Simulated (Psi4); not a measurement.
thiophene (C4H4S), singlet, at a GFN2-xTB geometry, atoms displaced at random by about 0.1 Å a coordinate; Psi4 1.11 with B3LYP/STO-3G.

Input for Psi4:
```
memory 2 GB

molecule mol {
0 1
  S    -0.163157    0.032584    1.263054
  C     0.193511    1.305626    0.104590
  C    -0.026503   -1.242367   -0.019731
  C    -0.059185    0.739837   -1.173078
  C     0.058180   -0.786434   -1.280685
  H     0.048044    2.091901    0.311214
  H     0.000591   -2.293789    0.234306
  H    -0.222722    1.111380   -2.254861
  H    -0.034391   -1.080917   -2.197225
}

set basis sto-3g
set reference rks
set intrafrag_hess fischer

optimize('b3lyp')
print_variables()
```

Problem. What does Psi4 print? Leave out banner, timings and long lists.

Solution. 
```
gradient() will perform analytic gradient computation.

   => Loading Basis Set <=

    Name: STO-3G
    Role: ORBITAL
    Keyword: BASIS

         ---------------------------------------------------------
                                   SCF
               by Justin Turney, Rob Parrish, Andy Simmonett
                          and Daniel G. A. Smith
                              RKS Reference
         ---------------------------------------------------------

  ==> Geometry <==

    Molecular point group: c1
    Full point group: C1

    Geometry (in Angstrom), charge = 0, multiplicity = 1:

       Center              X                  Y                   Z               Mass
    ------------   -----------------  -----------------  -----------------  -----------------
         S           -0.122271253269     0.019858849278     1.167599862198    31.972071174400
         C            0.234396746731     1.292900849278     0.009135862198    12.000000000000
         C            0.014382746731    -1.255092150722    -0.115185137802    12.000000000000
         C           -0.018299253269     0.727111849278    -1.268532137802    12.000000000000
         C            0.099065746731    -0.799159150722    -1.376139137802    12.000000000000
         H            0.088929746731     2.079175849278     0.215759862198     1.007825032230
         H            0.041476746731    -2.306514150722     0.138851862198     1.007825032230
         H           -0.181836253269     1.098654849278    -2.350315137802     1.007825032230
         H            0.006494746731    -1.093642150722    -2.292679137802     1.007825032230

  Running in c1 symmetry.

  Rotational constants: A =      0.25759  B =      0.17097  C =      0.10391 [cm^-1]
  Rotational constants: A =   7722.37357  B =   5125.51188  C =   3115.02799 [MHz]
  Nuclear repulsion =  199.188630558916998

  Charge       = 0
  Multiplicity = 1
  Electrons    = 44
  Nalpha       = 22
  Nbeta        = 22

  ==> Algorithm <==

  SCF Algorithm Type is DF.
  DIIS enabled.
  MOM disabled.
  Fractional occupation disabled.
  Guess Type is SAD.
  Energy threshold   = 1.00e-08
  Density threshold  = 1.00e-08
  Integral threshold = 1.00e-12

  ==> Primary Basis <==

  Basis Set: STO-3G
    Blend: STO-3G
    Number of shells: 21
    Number of basis functions: 33
    Number of Cartesian functions: 33
    Spherical Harmonics?: true
    Max angular momentum: 1

  ==> DFT Potential <==

   => LibXC <=

    Version 7.1.2
    S. Lehtola, C. Steigemann, M. J. T. Oliveira, and M. A. L. Marques,  SoftwareX 7, 1–5 (2018) (10.1016/j.softx.2017.11.002)

   => Composite Functional: B3LYP <=

    B3LYP Hyb-GGA Exchange-Correlation Functional

    P. J. Stephens, F. J. Devlin, C. F. Chabalowski, and M. J. Frisch,  J. Phys. Chem. 98, 11623 (1994) (10.1021/j100096a001)

    Deriv               =              1
    GGA                 =           TRUE
    Meta                =          FALSE

    Exchange Hybrid     =           TRUE
    MP2 Hybrid          =          FALSE

   => Exchange Functionals <=

    0.0800   Slater exchange
    0.7200         Becke 88

   => Exact (HF) Exchange <=

    0.2000               HF

   => Correlation Functionals <=

    0.1900   Vosko, Wilk & Nusair (VWN5_RPA)
    0.8100   Lee, Yang & Parr

   => LibXC Density Thresholds  <==

    XC_HYB_GGA_XC_B3LYP:  1.00E-15

   => Molecular Quadrature <=

    Radial Scheme          =       TREUTLER
    Pruning Scheme         =           NONE
    Nuclear Scheme         =       TREUTLER

    Blocking Scheme        =         OCTREE
    BS radius alpha        =              1
    Pruning alpha          =              1
    Radial Points          =             75
    Spherical Points       =            302
    Total Points           =         188683
    Total Blocks           =           1470
    Max Points             =            256
    Max Functions          =             33
    Weights Tolerance      =       1.00E-15

   => Loading Basis Set <=

    Name: (STO-3G AUX)
    Role: JKFIT
    Keyword: DF_BASIS_SCF

  ==> Integral Setup <==

  SCF_SUBTYPE=INCORE selected. In-core MEM_DF algorithm will be used.
  Using in-core AOs.

  ==> MemDFJK: Density-Fitted J/K Matrices <==

    J tasked:                   Yes
    K tasked:                   Yes
    wK tasked:                   No
    Algorithm:                 Core
    Schwarz Cutoff:           1E-12
    Mask sparsity (%):       2.7548
    Fitting Condition:        1E-10

   => Auxiliary Basis Set <=

  Basis Set: (STO-3G AUX)
    Blend: DEF2-UNIVERSAL-JKFIT
    Number of shells: 162
    Number of basis functions: 500
    Number of Cartesian functions: 591
    Spherical Harmonics?: true
    Max angular momentum: 4

  Minimum eigenvalue in the overlap matrix is 1.4916324040E-01.
  Reciprocal condition number of the overlap matrix is 6.1559090936E-02.
    Using symmetric orthogonalization.

  ==> Pre-Iterations <==

  SCF Guess: Superposition of Atomic Densities via on-the-fly atomic UHF (no occupation information).

   -------------------------
    Irrep   Nso     Nmo
   -------------------------
     A         33      33
   -------------------------
    Total      33      33
   -------------------------

  ==> Iterations <==

                           Total Energy        Delta E     RMS |[F,P]|

   @DF-RKS iter SAD:  -544.64588941105831   -5.44646e+02   0.00000e+00
   @DF-RKS iter   1:  -546.54199131673477   -1.89610e+00   3.94912e-03 DIIS/ADIIS
   @DF-RKS iter   2:  -546.52835829921457    1.36330e-02   5.82796e-03 DIIS/ADIIS
   @DF-RKS iter   3:  -546.55691809796804   -2.85598e-02   8.17328e-04 DIIS/ADIIS
   @DF-RKS iter   4:  -546.55725838880949   -3.40291e-04   4.45301e-04 DIIS/ADIIS
   @DF-RKS iter   5:  -546.55740417704419   -1.45788e-04   5.23341e-05 DIIS
   @DF-RKS iter   6:  -546.55740510701855   -9.29974e-07   4.06881e-05 DIIS
   @DF-RKS iter   7:  -546.55740634706683   -1.24005e-06   5.26469e-06 DIIS
[...]
  @DF-RKS Final Energy:  -546.70896781122360
    Total Energy =                       -546.7089678112236015
  @DF-RKS Final Energy:  -546.71595237520057
    Total Energy =                       -546.7159523752005725
  @DF-RKS Final Energy:  -546.71712504204106
    Total Energy =                       -546.7171250420410615
  @DF-RKS Final Energy:  -546.71755143124210
    Total Energy =                       -546.7175514312421001
  @DF-RKS Final Energy:  -546.71764892846147
    Total Energy =                       -546.7176489284614718
  @DF-RKS Final Energy:  -546.71766210065118
    Total Energy =                       -546.7176621006511823
  @DF-RKS Final Energy:  -546.71766439336920
    Total Energy =                       -546.7176643933692048
[...]
	 D(7,3,5,9)       =         0.000384           0.021987
	 D(8,4,5,9)       =        -0.000324          -0.018545

	        --- Internal Coordinate Step in ANG or DEG, aJ/ANG or AJ/DEG ---
	-------------------------------------------------------------------------------
	           Coordinate      Previous         Force          Change          New
	           ----------      --------        ------          ------        ------
	               R(1,2)       1.75273       -0.00053       -0.00006       1.75267
	               R(1,3)       1.75260       -0.00004       -0.00005       1.75255
	               R(2,4)       1.37158        0.00050        0.00009       1.37166
	               R(2,6)       1.09332        0.00090        0.00012       1.09344
	               R(3,5)       1.37171       -0.00058       -0.00005       1.37166
	               R(3,7)       1.09343        0.00022        0.00004       1.09347
	               R(4,5)       1.45207       -0.00035       -0.00003       1.45203
	               R(4,8)       1.09549        0.00129        0.00017       1.09566
	               R(5,9)       1.09559        0.00053        0.00007       1.09566
	             B(1,2,4)     112.43071       -0.00000       -0.00105     112.42967
	             B(1,2,6)     120.08701        0.00001        0.02222     120.10923
	             B(1,3,5)     112.44633       -0.00000       -0.00278     112.44355
	             B(1,3,7)     120.06418        0.00001        0.02600     120.09018
	             B(2,1,3)      90.59382        0.00000        0.00316      90.59698
	             B(2,4,5)     112.27908       -0.00000       -0.00571     112.27337
	             B(2,4,8)     124.10420        0.00001        0.01326     124.11746
	             B(3,5,4)     112.25005        0.00001        0.00638     112.25643
	             B(3,5,9)     124.15446       -0.00000       -0.01913     124.13533
	             B(4,2,6)     127.48227       -0.00001       -0.02117     127.46110
	             B(4,5,9)     123.59548       -0.00000        0.01276     123.60824
	             B(5,3,7)     127.48949       -0.00001       -0.02321     127.46627
	             B(5,4,8)     123.61672       -0.00000       -0.00755     123.60917
	           D(1,2,4,5)       0.01249       -0.00000       -0.01031       0.00217
	           D(1,2,4,8)     179.99658        0.00000        0.01138     180.00795
	           D(1,3,5,4)      -0.00000       -0.00000       -0.00601      -0.00601
	           D(1,3,5,9)    -179.97373       -0.00000       -0.02000    -179.99373
	           D(2,1,3,5)       0.00630       -0.00000       -0.00019       0.00611
	           D(2,1,3,7)     180.01022       -0.00000       -0.02292     179.98731
	           D(2,4,5,3)      -0.00775        0.00000        0.01023       0.00248
	           D(2,4,5,9)    -180.03436        0.00000        0.02464    -180.00972
	           D(3,1,2,4)      -0.01082        0.00000        0.00616      -0.00466
	           D(3,1,2,6)     180.00724        0.00000       -0.01046     179.99678
	           D(3,5,4,8)    -179.99193       -0.00000       -0.01133    -180.00326
	           D(4,5,3,7)     179.99519        0.00000        0.01929     180.01449
	           D(5,4,2,6)    -180.00720       -0.00000        0.00720    -180.00000
	           D(6,2,4,8)      -0.02311        0.00000        0.02949       0.00638
	           D(7,3,5,9)       0.02199       -0.00000        0.00478       0.02677
	           D(8,4,5,9)      -0.01855        0.00000        0.00308      -0.01547
	-------------------------------------------------------------------------------

	                                 ==> Convergence Check <==

	Measures of convergence in internal coordinates in au.

	Criteria marked as inactive (o), active & met (*), and active & unmet ( ).

	----------------------------------------------------------------------------------------------
	   Step    Total Energy     Delta E     Max Force     RMS Force      Max Disp      RMS Disp
	----------------------------------------------------------------------------------------------
	  Convergence Criteria     1.00e-06 *    3.00e-04 *             o    1.20e-03 *             o
	----------------------------------------------------------------------------------------------
	     9    -546.71766439   -2.29e-06      1.56e-04 *    5.35e-05 o    5.15e-04 *    2.42e-04 o  ~
	----------------------------------------------------------------------------------------------

Next Geometry in Ang
	Fragment 1 (Ang)

	    S   0.0247157123  -0.0180650182   1.1714177476
	    C   0.0037044350   1.2465814887  -0.0418804104
	    C  -0.0064516072  -1.2445520168  -0.0800584836
	    C  -0.0251742929   0.7463852187  -1.3187610189
	    C  -0.0310631113  -0.7054624839  -1.3411012052
	    H   0.0140165183   2.2972626868   0.2607184211
	    H  -0.0044736371  -2.3040208128   0.1904812415
	    H  -0.0418682000   1.3668998491  -2.2216249210
	    H  -0.0529225373  -1.2977297787  -2.2626259631

    Final optimized geometry and variables:
    Molecular point group: c1
    Full point group: C1

    Geometry (in Angstrom), charge = 0, multiplicity = 1:

    S            0.024718218824    -0.018029680112     1.171370913115
    C            0.003612604648     1.246569850368    -0.042057821085
    C           -0.006302329553    -1.244571879260    -0.080118984912
    C           -0.025049292782     0.746333828269    -1.318835719410
    C           -0.030932634767    -0.705547436614    -1.341241461414
    H            0.013995281792     2.297039761960     0.260836648757
    H           -0.004597207374    -2.303873786237     0.190916695178
    H           -0.041931289303     1.366909445652    -2.221442013133
    H           -0.053030071748    -1.297530971084    -2.262862849089

  Variable Map:
  ----------------------------------------------------------------------------
[...]
  Array Variable Map:
  ----------------------------------------------------------------------------
[...]
Optimizer: Optimization complete!
```
